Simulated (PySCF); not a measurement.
CH3BI2O, SMILES O(B(I)I)C.

The structure is a stationary point at r2SCAN-D4/def2-SVP. The def2 effective core potentials stand for the cores of I; spin–orbit coupling is left out. The values are those of a single conformer.

Two levels are set side by side: PBE/def2-TZVP (PySCF) and ωB97X/def2-TZVP (PySCF). Same geometry, gas phase. Differences are taken from unrounded values.

| quantity | ωB97X |
|---|---|
| orbital gap (eV) | 10.57 |
| highest occupied level (eV) | -9.48 |
| lowest empty level (eV) | 1.09 |
| dipole moment (D) | 2.53 |
| mean polarisability (bohr³) | 93.4 |

### Question
What does PBE give, and how far is it from ωB97X? (The exact figures need the calculation; the answer reports its results.)

### Answer

```tsv
quantity	PBE	PBE minus ωB97X
orbital gap (eV)	4.29	-6.28
highest occupied level (eV)	-6.20	3.29
lowest empty level (eV)	-1.91	-3.00
dipole moment (D)	2.39	-0.14
mean polarisability (bohr³)	98.7	5.3
```

PBE's occupied levels lie high since its potential decays too fast outside the molecule; exact exchange lowers them and widens the gap. PBE's more diffuse valence density responds more strongly to a field. Differences between two approximate levels are no errors against the true value.

Rough cost on one machine, each run with all the roots and properties that it gave: ωB97X against PBE within a factor of 2.
